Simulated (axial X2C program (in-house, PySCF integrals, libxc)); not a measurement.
## Working with the constants of YS

A bond curve at the PBE0 level, with spin–orbit coupling, was computed with an in-house relativistic program for diatomic molecules (basis Y dyall-v3z [11s12p9d4f2g], S dyall-v3z [8s7p2d1f] (cores contracted in-house)) for the state Ω = 1/2 (⟨Sz⟩ = 0.50, ⟨Lz⟩ = 0.00 at PBE0). Its fit gives Re = 2.2649 Å, ωe = 502.9 cm⁻¹, ωexe = 1.07 cm⁻¹ and αe = 4.152e-04 cm⁻¹; the masses are 88.9058 and 31.9721 u. Two-component means X2C with spin–orbit coupling and atomic mean-field Coulomb and Gaunt terms.

Question: Find the reduced mass, Be and the force constant.

Answer: From the PBE0 values: μ = 23.5155 u. Be = 16.8576/(μ Re²) = 0.1397 cm⁻¹. k = 5.8918×10⁻⁷ μ ωe² = 3.5 mdyn/Å.

Question: Where do the fundamental and the first overtone lie?

Answer: ν(1←0) = ωe − 2ωexe = 500.8 cm⁻¹; ν(2←0) = 2ωe − 6ωexe = 999.4 cm⁻¹.

Question: Estimate the centrifugal constant by the Kratzer relation.

Answer: D = 4Be³/ωe² = 4.32e-08 cm⁻¹.

Question: A Morse curve ties αe to the other constants (Pekeris). How well does that hold?

Answer: αe(Morse) = 6Be²/ωe × (√(ωexe/Be) − 1) = 4.117e-04 cm⁻¹; the PBE0 curve gives 4.152e-04 cm⁻¹, a ratio of 0.99.

Question: The dipole moment p changes by 5.45 D/Å at Re. What harmonic infrared intensity follows?

Answer: I = 42.256 × (dp/dR)²/μ = 53 km/mol.

The state is one determinant whose occupation by symmetry is held fixed; it was picked as the lowest of a PBE0 search that is not exhaustive. Density functionals use the spin component along the axis (collinear).
